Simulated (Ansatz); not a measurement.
Computed with Ansatz on PBE0-D4/def2-TZVP structures; ΔE is electronic, products minus reactants. CBS: MP2 limit from def2 TZ/QZ plus the TZ coupled-cluster correction, frozen cores. This one scheme is used for every species. DFT in def2-TZVPP. Each species was taken in one conformer, which may not be the lowest.

`F[SiH](F)[SiH](F)F` + `S[SiH2]Cl` → `F[SiH](F)S[SiH2]Cl` + `F[SiH2]F`  (cleavage of the Si–Si bond)

| species | PBE-D4 energy (Eh) |
| --- | --- |
| `F[SiH](F)[SiH](F)F` | -979.34719 |
| `S[SiH2]Cl` | -1149.29195 |
| `F[SiH](F)S[SiH2]Cl` | -1638.40970 |
| `F[SiH2]F` | -490.26278 |

(1) Work out ΔE.

Largest T1 diagnostic among the species: 0.013.

Results:

(1) ΔE = (-1638.40970) + (-490.26278) − (-979.34719) − (-1149.29195) = -0.03334 Eh = -87.5 kJ/mol. CCSD(T)/CBS gives -102.8 kJ/mol.

The D4 term adds −6.9 kJ/mol with B3LYP and −3.8 kJ/mol with PBE0; it sums over pairs of atoms, weighted by their polarisabilities, and B3LYP, whose exchange is more repulsive, gets the larger term. From PBE to PBE0 (25 % exact exchange), in def2-TZVPP and without D4, ΔE moves by −7.0 kJ/mol.

B3LYP here is the variant with VWN-RPA as its local correlation; programs differ in this.
